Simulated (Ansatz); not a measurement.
`O=C([SiH3])[SeH]` + `C[O][GeH]([NH2])[Cl]` → `C[O][GeH]([Cl])[SeH]` + `NC(=O)[SiH3]`  (redistribution)

Program: Ansatz. Geometries: PBE0-D4/def2-TZVP. ΔE: electronic, gas phase. CBS: MP2 limit from def2 TZ/QZ plus the TZ coupled-cluster correction, frozen cores. Functionals use def2-TZVPP. B3LYP here is the variant with VWN-RPA as its local correlation; programs differ in this. For Ge, Se outer-core shells are correlated without core-valence functions, which leaves a few kJ/mol of doubt a bond. Scalar relativity is left out up to krypton. Each species was taken in one conformer, which may not be the lowest.

(1) Is it downhill or uphill in electronic energy at CCSD(T)/CBS, and by how much? (An estimate is asked.)

(2) What do these levels give: PBE-D4, PBE0-D4, B3LYP-D4, ωB97X-V, PBE, r2SCAN, PBE0, MP2/def2-TZVPP, SCS-MP2/def2-TZVPP, MP2/def2-QZVPP, HF/CBS(def2), MP2/CBS(def2)? (Best estimate.)

Largest T1 diagnostic among the species: 0.016.

Answers

(1) The calculation gave: Downhill: ΔE = -77.4 kJ/mol.

(2) The calculation gave: PBE-D4 -85.4, PBE0-D4 -92.2, B3LYP-D4 -85.0, ωB97X-V -89.5, PBE -84.7, r2SCAN -83.5, PBE0 -91.4, MP2/def2-TZVPP -76.8, SCS-MP2/def2-TZVPP -74.2, MP2/def2-QZVPP -78.1, HF/CBS(def2) -91.7, MP2/CBS(def2) -79.8 kJ/mol.

In def2-TZVPP, CCSD(T) changes the Hartree–Fock value by +18.6 kJ/mol (the triples alone add +3.0 kJ/mol) and MP2 by +16.2 kJ/mol. From PBE to PBE0 (25 % exact exchange), in def2-TZVPP and without D4, ΔE moves by −6.7 kJ/mol.
